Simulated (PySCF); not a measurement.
SCF from a fresh guess for singlet PtI₂, at the B3LYP minimum. PySCF input:

```python
from pyscf import gto, scf, dft
mol = gto.M(atom='''
Pt    -0.881786     0.000000     0.000000
I      0.665166     0.000000     1.988120
I      0.665166    -0.000000    -1.988120''',
    basis={'Pt': 'def2-SVP', 'I': 'def2-SVP'},
    ecp={'Pt': 'def2-SVP', 'I': 'def2-SVP'},
    charge=0, spin=0)
mf = dft.RKS(mol, xc='B3LYP')
mf.grids.atom_grid = (50, 194)
aux = {'Pt': 'def2-universal-JKFIT', 'I': 'def2-universal-JKFIT'}
mf = mf.density_fit(auxbasis=aux)
mf.conv_tol = 1e-08
mf.diis_space = 10
mf.max_cycle = 60
mf.init_guess = 'huckel'
mf.verbose = 4
mf.kernel()
```

Excerpt of the output (cycles and frontier levels):

```
init E= -714.681424463665
  HOMO = -0.251223007338853  LUMO = -0.225382086631267  gap/eV = 0.70317
cycle= 1 E= -713.934201157899  delta_E= 0.747  |g|= 1.73  |ddm|= 4.09
  HOMO = 0.124395186530587  LUMO = 0.174275248698473  gap/eV = 1.35731
cycle= 2 E= -698.180130145925  delta_E= 15.8  |g|= 5.07  |ddm|= 17.1
  HOMO = -0.317698314897952  LUMO = -0.26241649046765  gap/eV = 1.50430
cycle= 3 E= -714.964344616918  delta_E= -16.8  |g|= 0.422  |ddm|= 16.5
  HOMO = -0.215149852068572  LUMO = -0.151697030819228  gap/eV = 1.72664
cycle= 4 E= -714.972944870107  delta_E= -0.0086  |g|= 0.412  |ddm|= 1.23
  HOMO = -0.243517679864614  LUMO = -0.172111292428126  gap/eV = 1.94307
cycle= 5 E= -715.012300713145  delta_E= -0.0394  |g|= 0.0677  |ddm|= 0.546
  HOMO = -0.248402407136441  LUMO = -0.177391212587754  gap/eV = 1.93231
cycle= 6 E= -715.013287172753  delta_E= -0.000986  |g|= 0.0204  |ddm|= 0.072
  HOMO = -0.249093519780228  LUMO = -0.178207283455037  gap/eV = 1.92891
cycle= 7 E= -715.013408618364  delta_E= -0.000121  |g|= 0.00786  |ddm|= 0.0223
  HOMO = -0.2493519174962  LUMO = -0.17845930892404  gap/eV = 1.92909
cycle= 8 E= -715.013426683346  delta_E= -1.81e-05  |g|= 0.00114  |ddm|= 0.0103
  HOMO = -0.24943502015768  LUMO = -0.178548077494112  gap/eV = 1.92893
cycle= 9 E= -715.013427045896  delta_E= -3.63e-07  |g|= 0.00037  |ddm|= 0.00193
  HOMO = -0.249421767545737  LUMO = -0.178532110504974  gap/eV = 1.92901
cycle= 10 E= -715.013427089204  delta_E= -4.33e-08  |g|= 2.93e-05  |ddm|= 0.000512
  HOMO = -0.249419648808777  LUMO = -0.178530432679603  gap/eV = 1.92899
cycle= 11 E= -715.013427089766  delta_E= -5.62e-10  |g|= 1.57e-05  |ddm|= 0.000103
  HOMO = -0.249420840455921  LUMO = -0.178532554307833  gap/eV = 1.92897
Extra cycle  E= -715.013427089496  delta_E= 2.7e-10  |g|= 3.68e-05  |ddm|= 6.56e-05
converged SCF energy = -715.013427089496
```

No lower solution of this spin was found by a stability analysis within the restricted form, which does not test spin polarisation.

Spin–orbit coupling, left out here, can matter for elements this heavy.

The search for the lowest solution, with the stability check, took 2.3 s on 2 threads of a shared Intel Xeon 6975P-C (Granite Rapids) host, with 84 basis functions; the process peaked at 0.3 GiB. Launch command: `OMP_NUM_THREADS=2 python axn.py task.json out`.
